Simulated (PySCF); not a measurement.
An excited-state job on `[H][Sn]([H])([H])[C](C)(C)C` (Sn(tBu)H3).

Method: TDDFT wB97X-D/def2-SVPD, vertical, gas phase, core orbitals frozen in the response, def2 core potentials past Kr (PySCF 2.14.0, density-fitted response routines). Geometry: PBE0-D3(BJ)/def2-SVP. A driver script takes a list of jobs; this job's settings line and coordinates (Å) are shown.

Command:
```bash
OMP_NUM_THREADS=1 python probes_run.py task.json out
```

Input:
```
{"job": {"kind": "uv", "xc": "wB97X-D", "basis": "def2-SVPD", "ip": false, "nstates": 10}, "charge": 0, "multiplicity": 1}
Sn     0.017571     0.013707    -1.986156
C     -0.004531    -0.002058     0.203892
C     -1.442307     0.185232     0.679956
C      0.872473     1.141699     0.706072
C      0.543799    -1.341813     0.687112
H     -1.480293     0.180141     1.785679
H     -1.869358     1.143256     0.342931
H     -2.104935    -0.622106     0.328510
H      0.502689     2.125038     0.373432
H      1.917163     1.042296     0.370242
H      0.883972     1.154388     1.812285
H      1.581297    -1.509803     0.355870
H     -0.064653    -2.190313     0.335350
H      0.544884    -1.375477     1.792907
H      1.639279    -0.033317    -2.555692
H     -0.738314     1.441965    -2.574687
H     -0.827283    -1.353433    -2.597443
```

Output:
```
coarse grid: 58416 points
cycle   1  E = -372.4385981775  dE = -2.214e+01  |g| = 2.485e+00  |ddm| = 2.546e+01
cycle   2  E = -372.9397079432  dE = -5.011e-01  |g| = 2.296e+00  |ddm| = 2.561e+01
cycle   3  E = -373.8262174562  dE = -8.865e-01  |g| = 9.063e-02  |ddm| = 6.727e+00
cycle   4  E = -373.8295211194  dE = -3.304e-03  |g| = 3.852e-02  |ddm| = 1.073e+00
cycle   5  E = -373.8299439099  dE = -4.228e-04  |g| = 2.061e-02  |ddm| = 1.832e-01
cycle   6  E = -373.8300645783  dE = -1.207e-04  |g| = 3.456e-03  |ddm| = 7.403e-02
cycle   7  E = -373.8300723557  dE = -7.777e-06  |g| = 1.648e-03  |ddm| = 3.422e-02
final grid: 123344 points
cycle   8  E = -373.8268939185  dE = -6.833e-06  |g| = 1.772e-03  |ddm| = 3.828e-02
cycle   9  E = -373.8268941077  dE = -1.892e-07  |g| = 1.513e-03  |ddm| = 1.002e-02
cycle  10  E = -373.8268946377  dE = -5.300e-07  |g| = 1.864e-04  |ddm| = 4.096e-03
cycle  11  E = -373.8268946488  dE = -1.111e-08  |g| = 5.904e-05  |ddm| = 8.026e-04
cycle  12  E = -373.8268946510  dE = -2.175e-09  |g| = 1.624e-05  |ddm| = 4.349e-04
cycle  13  E = -373.8268946511  dE = -1.339e-10  |g| = 4.217e-06  |ddm| = 1.586e-04
converged SCF energy = -373.8268946511

Static polarisability (au): isotropic 94.035, principal 88.065 88.071 105.967

Singlet excitations
state   eV       nm        f      main configurations
  1   6.7538    183.6   0.00006   H->L 0.65, H->L+1 0.34
  2   7.2937    170.0   0.64153   H->L+1 0.59, H->L 0.31
  3   7.3596    168.5   0.00266   H->L+2 0.67, H->L+3 0.24
  4   7.3607    168.4   0.00362   H->L+3 0.67, H->L+2 0.23
  5   8.0444    154.1   0.00871   H-1->L+1 0.79
  6   8.0489    154.0   0.00892   H-2->L+1 0.79
  7   8.1471    152.2   0.12292   H->L+4 0.94
  8   8.2248    150.7   0.19487   H-1->L 0.82, H-1->L+1 0.10
  9   8.2268    150.7   0.19494   H-2->L 0.82, H-2->L+1 0.10
 10   8.4226    147.2   0.00008   H-2->L+3 0.36, H-1->L+2 0.36, H-2->L+2 0.10

Triplet excitations (Tamm-Dancoff, eV): 6.0112 6.6228 7.0891 7.0908
```

The SCF starts on a coarse grid where the log names one; the energy can jump when the final grid takes over, and dE then counts from the start density on the new grid. H and L stand for HOMO and LUMO; the number after each pair is its weight.

**Question.** How does the lowest singlet excitation compare with the HOMO–LUMO gap?

**Answer.** HOMO -9.00 eV and LUMO 1.62 eV give a gap of 10.62 eV; S1 at 6.75 eV lies 3.87 eV below it.

**Question.** Give the mean polarisability as a volume in Å³, and the ratio of the largest to the smallest principal value.

**Answer.** 94.035 au × 0.148185 = 13.93 Å³; 105.967/88.065 = 1.20.

Main results: HOMO -9.00 eV, LUMO 1.62 eV; lowest singlet 6.75 eV; lowest triplet 6.01 eV (Tamm–Dancoff); mean polarisability 94.0 au.

Atoms past krypton carry effective core potentials; spin–orbit coupling is left out.

Hardware: one thread of an Intel Xeon at 2.50 GHz (shared host). Cost: 2.6 min wall, 2.0 min CPU (grids of density and orbitals included), 0.96 GiB resident at most.
Labels such as C1 count atoms from 1, the log's own numbers from 0.

Note: wB97X-D ran without an empirical dispersion term, which enters the total energy and its gradient alone.
